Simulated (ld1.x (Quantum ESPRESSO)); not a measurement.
**Pseudopotential generation for iodine (I): TM, PBE, scalar-relativistic.**

ld1.x (Quantum ESPRESSO) 7.5 input, shortened:

```
&input
   title='I', zed=53., rel=1, dft='PBE', iswitch=3,
   config='[Kr] 4d10 5s1.5 5p5.5'
 /
 &inputp
   pseudotype=2, tm=.true., lloc=-2, rcloc=1.55,
   nlcc=.true., new_core_ps=.true.
 /
3
5S  1  0   1.50   0.00  1.70  1.70  0.0
5P  2  1   5.50   0.00  1.45  1.45  0.0
4D  3  2  10.00   0.00  1.25  1.25  0.0
 &test
   configts(1)='4d10 5s1.5 5p5.5'
 /
```

All-electron outer shells of the reference configuration (PBE, scalar-relativistic, ld1.x):

| shell | level (eV) | outermost node (bohr) | outermost maximum (bohr) |
| --- | --- | --- | --- |
| 4s | -181.29 | 0.37 | 0.68 |
| 4p | -128.26 | 0.37 | 0.72 |
| 4d | -50.94 | 0.35 | 0.78 |
| 5s | -17.77 | 0.88 | 1.70 |
| 5p | -7.36 | 0.96 | 2.02 |

Task: Estimate the cutoffs (Ry, on a coarse ladder) from which the occupation-weighted sum of valence levels, in a spherical-Bessel basis at the reference potential, stays within 10 and 1 mRy of its value at 400 Ry.

Result: 120 Ry and 200 Ry.

Task: Does the potential have ghost states?

Result: No extra level below or beside the all-electron valence levels (s, p, d, f tested). The logarithmic derivative shows an extra or strongly shifted pseudo pole above the reference energy (s near 0.67 Ry).

Task: Tests: 4d10 5s2 5p5; 4d10 5s2 5p4; 4d10 5s2 5p3; 4d10 5s1 5p5; 4d10 5s2 5p4.5; 4d10 5s2 5p1; 4d10 5s2 5p2. Which has the largest error in its energy relative to the reference configuration, and how large is it?

Result: 4d10 5s2 5p1, with +111 meV (all-electron minus pseudo) on +94.55 eV.
